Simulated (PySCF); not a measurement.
C12H11BO.
Atom-mapped SMILES: `[OH:1][B:2]([c:3]1[cH:4][cH:5][cH:6][cH:7][cH:8]1)[c:9]1[cH:10][cH:11][cH:12][cH:13][cH:14]1` (hydrogens: H15 on O1; H16 on C4; H17 on C5; H18 on C6; H19 on C7; H20 on C8; H21 on C10; H22 on C11; H23 on C12; H24 on C13; H25 on C14)

Theory: TDDFT B3LYP/def2-SVPD, vertical, gas phase, core orbitals frozen in the response (PySCF). Isolated species at its PBE0-D3(BJ)/def2-SVP geometry (one conformer only). Torsions of this conformer, `[OH:1][B:2]([c:3]1[cH:4][cH:5][cH:6][cH:7][cH:8]1)[c:9]1[cH:10][cH:11][cH:12][cH:13][cH:14]1`: O1–B2–C3–C4 37°, O1–B2–C9–C10 -160°, H–O1–B2–C3 4°.

Computed states:

| state | E (eV) | f |
| --- | --- | --- |
| S1 | 4.76 | 0.011 |
| S2 | 4.94 | 0.033 |
| S3 | 4.97 | 0.282 |
| S4 | 5.22 | 0.026 |
| S5 | 5.60 | 0.012 |
| S6 | 5.62 | 0.0027 |
| S7 | 5.69 | 0.012 |
| S8 | 5.80 | 0.018 |
| S9 | 5.85 | 0.0022 |
| S10 | 5.98 | 0.017 |

Each state is given a Gaussian of 0.5 eV full width at half maximum, with ε(max) = 2.175×10⁸ f / Δν̃ (Δν̃ the width in cm⁻¹). The width is an assumption, not a result. The curve ends short of the highest state used, and states not computed would add to its high-energy end.

Task: Give the broadened spectrum and its maxima.

Result: 
(E (eV), ε (L mol⁻¹ cm⁻¹)): (4.01, 2), (4.07, 5), (4.13, 14), (4.19, 37), (4.25, 89), (4.31, 203), (4.37, 435), (4.43, 872), (4.49, 1632), (4.55, 2848), (4.61, 4628), (4.67, 6992), (4.73, 9814), (4.79, 12787), (4.85, 15459), (4.91, 17342), (4.97, 18061), (5.03, 17479), (5.09, 15751), (5.15, 13261), (5.21, 10495), (5.27, 7898), (5.33, 5771), (5.38, 4458)

Maxima: 249 nm (4.97 eV), ε about 18000, made up of S3 (84%) (ε in L mol⁻¹ cm⁻¹; maxima over ε = 5, shares over 10%).

Task: Coming from long wavelengths, where does ε first pass 100 L mol⁻¹ cm⁻¹?

Result: At about 291 nm (4.26 eV), 0.51 eV below S1.

Task: What would ε be at 4.97 eV, the highest of these maxima, with half the width (0.25 eV)?

Result: About 34200 L mol⁻¹ cm⁻¹ against 18100, a factor of about 1.9; a lone state at its own centre would give exactly 2.

Task: Does any computed singlet lie in the visible range?

Result: No computed singlet lies in the visible range (380 to 750 nm); the lowest, at 260 nm, stands 1.50 eV above its violet end (3.26 eV).
